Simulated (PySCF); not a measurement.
**Electron correlation in Yb³⁺ (ytterbium, charge +3)**

Starting occupation: [Xe] 4f13, 4f5/2 with m_j = -5/2, -3/2, -1/2, +1/2, +3/2, +5/2, 4f7/2 with m_j = -5/2, -3/2, -1/2, +1/2, +3/2, +5/2, +7/2. Calculation: PySCF 2.14, in x2c-SVPall-2c (7s10p9d3f1g, 112 functions); X2C-1e with screened-nucleus spin-orbit coupling, Gaussian nucleus. Frozen: [Ar] 3d10; 39 electrons correlated; the 16 highest virtual spinors left out.

MP2 pair energies summed by pair of shells (mhartree):

```
       pair   energy  share (%)
4f5/2-4f7/2  -146.54       14.2
4f7/2-4f7/2   -78.20        7.6
4d5/2-4f7/2   -57.21        5.6
5p3/2-5p3/2   -55.12        5.4
5p1/2-5p3/2   -51.16        5.0
4f5/2-4f5/2   -51.05        5.0
4d5/2-4f5/2   -49.53        4.8
4f7/2-5p3/2   -47.20        4.6
4d3/2-4d5/2   -41.92        4.1
4f5/2-5p3/2   -41.87        4.1
4d3/2-4f7/2   -38.09        3.7
4d3/2-4f5/2   -30.12        2.9
4d5/2-4d5/2   -29.19        2.8
4f7/2-5p1/2   -26.98        2.6
4d5/2-4p3/2   -24.84        2.4
4f7/2-4p3/2   -18.68        1.8
4f5/2-5p1/2   -18.09        1.8
5p3/2-5s1/2   -17.42        1.7
4d3/2-4p3/2   -17.41        1.7
4d5/2-5p3/2   -17.24        1.7
4f5/2-4p3/2   -16.31        1.6
4d5/2-4p1/2   -13.32        1.3
5p1/2-5p1/2   -13.25        1.3
4d3/2-4d3/2   -11.11        1.1
4d5/2-5p1/2    -9.50        0.9
4f7/2-4p1/2    -8.69        0.8
5p1/2-5s1/2    -8.38        0.8
4d3/2-4p1/2    -7.72        0.7
4d3/2-5p3/2    -7.63        0.7
4p1/2-4p3/2    -6.98        0.7
```

Total MP2 correlation energy: -1029.1 mhartree.

This basis was not built for core-valence correlation, so the inner-shell part is incomplete.
